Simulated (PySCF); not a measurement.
Calculated properties of `C#CC1=C(N=C)C=CC1`

Compound: C8H7N.
SMILES with atom numbers: `[CH:1]#[C:2][C:3]1=[C:4]([N:5]=[CH2:6])[CH:7]=[CH:8][CH2:9]1` (hydrogens: H10 on C1; H11, H12 on C6; H13 on C7; H14 on C8; H15, H16 on C9)

Among its groups: imine, alkyne and C=C double bond.

**PBE0-D3(BJ)/def2-SVP geometry optimisation, gas phase (PySCF)**

* Point group: C1
* Rotational constants A, B, C: 2.286, 1.726, 1.010 GHz

B3LYP/def2-SVPD ground state and vertical TDDFT (core frozen in the response) (PySCF):

- Dipole moment: 1.29 D
- HOMO energy: -5.83 eV
- LUMO energy: -1.82 eV
- HOMO–LUMO gap: 4.01 eV
- Lowest singlet excitation: 3.50 eV (354 nm, f = 0.090)
- Strongest line among the 6 lowest singlet transitions: S3 at 4.48 eV (277 nm, f = 0.098)
- Static isotropic polarisability: 106.7 au
- Electronic spatial extent ⟨r²⟩ about the centre of nuclear charge: 1141 bohr²

Monoisotopic mass from the formula: 117.0578 u.

The principal polarisabilities are 63.4, 117.6 and 139.0 au; their mean is the isotropic value. With B = h/(8π²I), that is 505.379 GHz u Å² over I, the principal moments of inertia are 221.1, 292.8 and 500.5 u Å² (most abundant isotopes). In atomic units the dipole is 0.51 e·bohr (1 au = 2.5417 D). The largest Löwdin shares of the HOMO are 0.19 on C3, 0.17 on C1, 0.13 on C8 and 0.12 on C4. In wavenumbers S1 is 28200 cm⁻¹ (1 eV = 8065.54 cm⁻¹). The largest Löwdin shares of the LUMO are 0.19 on C6, 0.14 on N5, 0.13 on C3 and 0.11 on C4. S1 lies 0.51 eV below the HOMO–LUMO gap; its leading configuration is HOMO→LUMO, weight 0.88.

The values belong to the conformer `[CH:1]#[C:2][C:3]1=[C:4]([N:5]=[CH2:6])[CH:7]=[CH:8][CH2:9]1`: C3–C4–N5–C6 48°.
